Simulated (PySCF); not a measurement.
## Electron correlation in O²⁺ (oxygen, charge +2)

[He] 2s2 2p2, high-spin 3P determinant. Computed with PySCF 2.14 in aug-cc-pVDZ-DK (4s3p2d, 23 functions), with the spin-free X2C one-electron Hamiltonian (Gaussian nucleus). Frozen: 1s2; 4 electrons correlated.

MP2 pair energies summed by pair of shells (mhartree):

```json
{"pair": "2s-2p", "energy": "-32.69", "share (%)": "58.0"}
{"pair": "2s-2s", "energy": "-18.88", "share (%)": "33.5"}
{"pair": "2p-2p", "energy": "-4.75", "share (%)": "8.4"}
```

Total MP2 correlation energy: -56.32 mhartree.

Same-spin part -7.94 and opposite-spin part -48.38 mhartree; SCS-MP2 scales them by 1/3 and 6/5 to -60.70 mhartree.

```
  level  correlation energy (mhartree)
   CCSD                         -78.97
    (T)                          -0.66
CCSD(T)                         -79.63
```

Diagnostics: T1 = 0.0047, D1 = 0.0094, largest double amplitude 0.124.

Question: Is a single reference adequate?

Answer: Mostly. T1 lies below 0.03, but a double amplitude of this size points to a near-degeneracy that CCSD handles and MP2 describes poorly.
